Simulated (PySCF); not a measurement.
4-methyl-1,3-thiazole (C₄H₅NS), SMILES Cc1cscn1.

Geometry optimised at PBE-D3(BJ)/def2-SVP.

The numbers are results of PySCF with TDA-PBE/def2-SVPD, not measurements.

Vertical excitations. The molecule is in vacuum. State labels are in the subgroup Cs.

### Question
Estimate the UV-visible absorptions. (An estimate is asked for; the answer gives what the named calculation found.)

### Answer

| state | symmetry | energy (eV) | λ (nm) | f | main pairs |
|---|---|---|---|---|---|
| S1 | A" | 4.90 | 253 | 0.000 | HOMO−1→LUMO 98 % |
| S2 | A' | 5.34 | 232 | 0.046 | HOMO→LUMO 73 % |
| S3 | A" | 5.43 | 229 | 0.001 | HOMO→LUMO+1 100 % |
| S4 | A' | 5.96 | 208 | 0.057 | HOMO−1→LUMO+1 72 %, HOMO−2→LUMO 13 % |
| S5 | A" | 6.23 | 199 | 0.004 | HOMO→LUMO+3 100 % |
| S6 | A' | 6.35 | 195 | 0.011 | HOMO−2→LUMO 49 %, HOMO→LUMO+2 26 %, HOMO−1→LUMO+1 9 % |
| S7 | A" | 6.48 | 191 | 0.001 | HOMO−2→LUMO+1 94 % |
| S8 | A" | 6.49 | 191 | 0.002 | HOMO→LUMO+4 99 % |
| S9 | A" | 6.64 | 187 | 0.004 | HOMO−1→LUMO+2 92 % |
| S10 | A' | 6.76 | 183 | 0.040 | HOMO−1→LUMO+3 93 % |
| T1 | A' | 3.64 | 341 | 0 | HOMO→LUMO 97 % |
| T2 | A" | 4.49 | 276 | 0 | HOMO−1→LUMO 98 % |
| T3 | A' | 4.80 | 258 | 0 | HOMO−2→LUMO 97 % |
| T4 | A" | 5.15 | 241 | 0 | HOMO→LUMO+1 99 % |
Triplets are in the Tamm–Dancoff approximation.
